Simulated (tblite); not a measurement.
Compound: C5H8AlN.
Cartesian coordinates in Å at the GFN2-xTB level; atoms count from 1:
```
atom  x, y, z in Å
C1    -1.305   -1.553    0.006
C2    -1.035   -0.511   -0.776
C3     0.227   -0.613   -1.678
C4     0.029    0.626   -2.336
N5    -0.444    1.641   -2.630
Al6   -1.916    1.331   -1.144
C7    -3.593    1.392   -2.205
H8    -0.697   -2.450    0.050
H9    -2.167   -1.539    0.652
H10    1.154   -0.637   -1.103
H11    0.198   -1.464   -2.361
H12   -1.434    2.391   -0.130
H13   -3.522    0.855   -3.158
H14   -4.432    0.943   -1.664
H15   -3.901    2.414   -2.448
```

Level: GFN2-xTB in tblite, geometry and Hessian alike; calculated harmonic values, unscaled, isolated species. The method is semi-empirical: single wavenumbers can be off by several per cent or more. Modes of hydrogen on aluminium can be 10 to 20 % off. The optimisation stopped once no atom felt more than 0.01 eV/Å.

Lowest wavenumbers of the output (negative numbers stand for imaginary wavenumbers):
```
mode    cm-1
  1     -57.7
  2      21.5
  3      78.2
  4     121.1
  5     249.9
  6     256.8
  7     268.9
  8     312.0
  9     353.5
 10     439.8
 11     470.4
 12     496.2
 13     530.7
 14     587.3
 15     607.9
```

Is this structure a minimum?

Not by this Hessian. 1 mode is imaginary beyond 20i (58i cm⁻¹), so at this level the point lies at or near a first-order saddle. The curvature is small, so loose convergence or finite differences may be the whole cause.

Which atoms move in the imaginary mode?

58i: H15 (methyl hydrogen) 37 %, H14 (methyl hydrogen) 30 %, H13 (methyl hydrogen) 29 %. These are shares of the mass-weighted motion.

What is the remedy?

Step along that mode in both directions, optimise again with tighter thresholds and repeat the frequencies. The zero-point energy of this point (66.7 kcal/mol) counts the 38 real modes alone, and thermal corrections from it aren't those of a minimum.
